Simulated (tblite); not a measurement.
Q: Write a Z-matrix for `Nc1[c]c(F)ccc1F` [radical] as optimised with GFN2-xTB. (Doublet state.)

A: 
Z-matrix in Å and degrees, rows numbered from 1:
```
N 
C   1  1.3673
C   2  1.3751  1  124.26
C   3  1.3599  2  124.75  1  -176.98
F   4  1.3439  3  121.93  2  -179.78
C   4  1.3949  3  119.32  2     0.56
C   6  1.3824  4  118.78  3    -0.62
C   7  1.3770  6  119.96  4     0.26
F   8  1.3582  2  117.45  1    -4.46
H   1  1.0065  2  116.94  3  -166.27
H   1  1.0052  2  117.37  3   -20.37
H   6  1.0775  4  119.15  3   179.16
H   7  1.0784  6  120.97  4  -179.67
```

C6 (carbon bonded to 2 C and H) is planar (angles 122.1°, 119.1° and 118.8°, sum 360.0°, 0.00 Å off the plane of its three neighbours). C8 (carbon bonded to 2 C and F) is planar (angles 122.6°, 119.9° and 117.5°, sum 360.0°, 0.01 Å off the plane of its three neighbours). C2 (carbon bonded to 2 C and N) is planar (angles 124.3°, 121.1° and 114.6°, sum 359.9°, 0.02 Å off the plane of its three neighbours). Of the pairs four or more bonds apart, F9···H10 is among the closest relative to their van der Waals radii: 2.39 Å, 89 % of the sum of Bondi's values.

Structure optimised with GFN2-xTB, isolated species. This method treats the open shell by occupation alone, without spin polarisation.

Point group: near Cs, missed by 0.26 Å at most; the miss may be what the optimiser left on a soft mode. Its GFN2-xTB frequencies are all real (lowest 128 cm⁻¹). Torsions: H–N1–C2–C3 -166° and -20°.

One conformer stands for the species.

The numbers are calculated, not measured.
